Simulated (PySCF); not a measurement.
# How the method changes the shape and vibrations of BH3NSi anion

Calculated results; nothing here was measured. The program is PySCF 2.14.0, an open-source quantum chemistry code, run on an isolated molecule that a program drew, which may never have been made. The molecule is BH3NSi anion (charge -1, singlet), drawn as the SMILES string `B=N[SiH2-]`.

The geometry was optimised and harmonic frequencies were computed with HF and MP2, all in the aug-cc-pV(D+d)Z basis, for the commonest isotopes, with a restricted reference for singlets and an unrestricted one otherwise, and a frozen core in MP2. Each result is a local minimum of its method.

Geometry at the HF minimum:
```xyz
6
BH3NSi anion, angstrom
B    -1.2796    0.1348   -0.9778
N    -1.2297   -0.4420    0.1101
Si   -1.0895   -1.4806    1.6109
H    -1.3273    0.6850   -2.0163
H    -2.4464   -1.1364    2.2483
H    -0.2713   -0.5095    2.4790
```

Lengths of the bonds as drawn, in Å (atoms numbered as above):
```
  bond     HF    MP2
 B1-N2  1.232  1.273
N2-Si3  1.831  1.858
 B1-H4  1.176  1.184
Si3-H5  1.538  1.539
Si3-H6  1.538  1.539
```

Rotational constants, in GHz:
| constant | HF | MP2 |
|---|---|---|
| A | 112.1 | 110.8 |
| B | 5.102 | 4.916 |
| C | 5.066 | 4.888 |

Harmonic frequencies in cm^-1, each column in rising order, so a row needn't be the same motion in every method:
```
rank,HF,MP2
1,203,193
2,232,222
3,546,508
4,777,623
5,806,674
6,817,760
7,853,785
8,1020,?
9,1938,1750
10,1961,1946
11,1982,1958
12,2911,2827
```

**Estimate the missing MP2 frequency from the HF column.**

A single factor s that minimises the squared misfit of MP2 against s times HF over the other rows is sum(HF x MP2) / sum(HF^2) = 0.9548, with an rms misfit of 65 cm^-1. For rank 8 it gives 0.9548 x 1020 = 974 cm^-1. The calculation gives 964 cm^-1, 10 cm^-1 below the estimate. The drawn bonds are on average 1.1 % longer in MP2 than in HF.
